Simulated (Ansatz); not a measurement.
# An input for GeSiH5 (SMILES [SiH2][GeH3])

The species is GeSiH5 (7 atoms), meant as a doublet with charge 0. SMILES: `[SiH2][GeH3]`. The shape is that of a PBE0-D4/def2-TZVP optimisation.

| atom | x (Å) | y (Å) | z (Å) |
| --- | --- | --- | --- |
| Si | -0.0947 | -1.4236 | -0.1634 |
| Ge | 0.2887 | 0.9147 | -0.0977 |
| H | 0.1732 | -2.1034 | 1.1339 |
| H | -1.4564 | -1.7847 | -0.6454 |
| H | 0.0371 | 1.5171 | -1.4890 |
| H | -0.6338 | 1.6229 | 0.9132 |
| H | 1.7469 | 1.1891 | 0.3027 |

Settings wanted:

```json
{"basis set": "aug-cc-pVDZ", "integral approximation": "none", "task": "energy", "method": "CCSD", "reference": "UHF", "accuracy": "high", "frozen core orbitals": "14", "start density": "atoms"}
```

Task: Write the Ansatz 0.2.0 input and the command.

Result: One that was run (others would do as well):

run.yaml:
```yaml
basis:
  gaussian:
    orbitals: aug-cc-pVDZ
crystal:
  periodic: [false, false, false]
  atoms:
    - {symbol: Si, position_ang: [-0.094700, -1.423600, -0.163400]}
    - {symbol: Ge, position_ang: [0.288700, 0.914700, -0.097700]}
    - {symbol: H, position_ang: [0.173200, -2.103400, 1.133900]}
    - {symbol: H, position_ang: [-1.456400, -1.784700, -0.645400]}
    - {symbol: H, position_ang: [0.037100, 1.517100, -1.489000]}
    - {symbol: H, position_ang: [-0.633800, 1.622900, 0.913200]}
    - {symbol: H, position_ang: [1.746900, 1.189100, 0.302700]}
magnetization:
  spin_polarized: true
  initial_magnetization: 1
accuracy: high
correlation:
  method: ccsd
  frozen_orbitals: {Ge: 9, H: 0, Si: 5}
scf:
  omitted_lower_state_checks: [cluster_reference, increment]
```

```bash
$ ansatz run run.yaml --threads 1 --pin off --max-ram 3480MiB --events-out events.jsonl --progress --plain --runs-dir runs
```

Calculated total energy: -2367.40046 Eh.
